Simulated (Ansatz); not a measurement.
Reaction (ligand exchange at a B–C bond): `FB(F)c1ccccc1` + `N[SiH3]` → `FB(F)N[SiH3]` + `c1ccccc1`

Computed with Ansatz on PBE0-D4/def2-TZVP structures; ΔE is electronic, products minus reactants. CCSD(T)/CBS adds triple-zeta CCSD(T) − MP2 to the extrapolated MP2 energy (def2 sets, frozen cores). This one scheme is used for every species. DFT in def2-TZVPP. B3LYP here is the variant with VWN-RPA as its local correlation; programs differ in this. HSE06 is defined as in plane-wave codes. Each species was taken in one conformer, which may not be the lowest.

| level | ΔE (kcal/mol) | difference from CCSD(T)/CBS |
| --- | --- | --- |
| LDA (SPW92) | -20.6 | 0.4 |
| PBE-D4 | -19.8 | 1.2 |
| revPBE-D4 | -19.7 | 1.3 |
| BLYP-D4 | -20.5 | 0.5 |
| B97M-V | -20.3 | 0.7 |
| PBE0-D4 | -20.6 | 0.4 |
| B3LYP-D4 | -21.1 | -0.1 |
| r2SCANh-D4 | -21.1 | -0.1 |
| r2SCAN0-D4 | -21.4 | -0.4 |
| HSE06-D4 | -20.6 | 0.4 |
| BHLYP-D4 | -22.0 | -1.0 |
| CAM-B3LYP-D4 | -21.6 | -0.6 |
| ωB97X-V | -20.9 | 0.1 |
| ωB97M-V | -21.2 | -0.2 |
| PBE-QIDH | -21.3 | -0.3 |
| PBE | -20.1 | 0.9 |
| revPBE | -20.1 | 0.9 |
| BLYP | -20.9 | 0.1 |
| r2SCAN | -21.1 | -0.1 |
| PBE0 | -20.9 | 0.1 |
| B3LYP | -21.5 | -0.5 |
| r2SCANh | -21.3 | -0.3 |
| r2SCAN0 | -21.6 | -0.6 |
| HSE06 | -20.9 | 0.1 |
| BHLYP | -22.3 | -1.3 |
| CAM-B3LYP | -22.0 | -1.0 |
| LC-ωPBE | -21.4 | -0.4 |
| HF/def2-SVP | -24.8 | -3.8 |
| MP2/def2-SVP | -23.3 | -2.3 |
| CCSD/def2-SVP | -23.9 | -2.9 |
| CCSD(T)/def2-SVP | -23.4 | -2.4 |
| HF/def2-TZVPP | -23.3 | -2.3 |
| MP2/def2-TZVPP | -21.0 | 0.0 |
| SCS-MP2/def2-TZVPP | -21.4 | -0.4 |
| CCSD(T)/def2-TZVPP | -21.1 | -0.1 |
| HF/def2-QZVPP | -23.4 | -2.4 |
| SCS-MP2/def2-QZVPP | -21.4 | -0.4 |
| HF/CBS(def2) | -23.4 | -2.4 |
| MP2/CBS(def2) | -21.0 | 0.0 |
| CCSD/CBS(def2) | -21.6 | -0.6 |
| CCSD(T)/CBS | -21.0 | 0 |

Largest T1 diagnostic among the species: 0.012.

From BLYP to BHLYP (50 % exact exchange), in def2-TZVPP and without D4, ΔE moves by −1.4 kcal/mol. At CCSD(T), def2-SVP lies −2.4 kcal/mol from the extrapolated value and def2-TZVPP −0.1 kcal/mol. In def2-TZVPP, CCSD(T) changes the Hartree–Fock value by +2.3 kcal/mol (the triples alone add +0.6 kcal/mol) and MP2 by +2.3 kcal/mol.
